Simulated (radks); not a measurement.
Species: Zr10+. Configuration: [Ar] 3d10 4s1 4p(1/2: 1, 3/2: 0) (not the ground configuration).

Calculated with a radial shooting solver on a logarithmic mesh with Libxc functionals: Dirac Kohn-Sham, BLYP, spin-unpolarised, spherical densities, finite nucleus; Fermi nuclear charge, rms radius 4.2694 fm.

Energy parts (eV):
| part | energy |
|---|---|
| total | -97095.236 |
| kinetic | 100368.384 |
| electron-nucleus | -228801.702 |
| Hartree | 34306.343 |
| exchange-correlation | -2968.261 |

Orbitals (lengths in bohr, moments of r in powers of bohr):
[
 {"orbital": "1s1/2", "occ.": "2", "eigenvalue (eV)": "-18007.84", "<r^2>": "0.001852", "small-component weight": "2.12e-02"},
 {"orbital": "2s1/2", "occ.": "2", "eigenvalue (eV)": "-2651.621", "<r^2>": "0.03108", "small-component weight": "4.31e-03"},
 {"orbital": "2p1/2", "occ.": "2", "eigenvalue (eV)": "-2443.797", "<r^2>": "0.02356", "small-component weight": "4.31e-03"},
 {"orbital": "2p3/2", "occ.": "4", "eigenvalue (eV)": "-2357.754", "<r^2>": "0.02494", "small-component weight": "4.19e-03"},
 {"orbital": "3s1/2", "occ.": "2", "eigenvalue (eV)": "-581.4957", "<r^2>": "0.2381", "small-component weight": "1.13e-03"},
 {"orbital": "3p1/2", "occ.": "2", "eigenvalue (eV)": "-503.9368", "<r^2>": "0.2374", "small-component weight": "1.08e-03"},
 {"orbital": "3p3/2", "occ.": "4", "eigenvalue (eV)": "-490.0425", "<r^2>": "0.2479", "small-component weight": "1.05e-03"},
 {"orbital": "3d3/2", "occ.": "4", "eigenvalue (eV)": "-353.2232", "<r^2>": "0.2356", "small-component weight": "9.37e-04"},
 {"orbital": "3d5/2", "occ.": "6", "eigenvalue (eV)": "-350.6497", "<r^2>": "0.2389", "small-component weight": "9.27e-04"},
 {"orbital": "4s1/2", "occ.": "1", "eigenvalue (eV)": "-207.2310", "<r^2>": "1.294", "small-component weight": "3.22e-04"},
 {"orbital": "4p1/2", "occ.": "1", "eigenvalue (eV)": "-182.6332", "<r^2>": "1.437", "small-component weight": "2.94e-04"},
 {"orbital": "4p3/2", "occ.": "0", "eigenvalue (eV)": "-179.8292", "<r^2>": "1.481", "small-component weight": "2.88e-04"}
]

The highest occupied level is 4p1/2 at -182.63 eV. The density falls to 0.001 e/bohr^3 at r = 2.20 bohr.
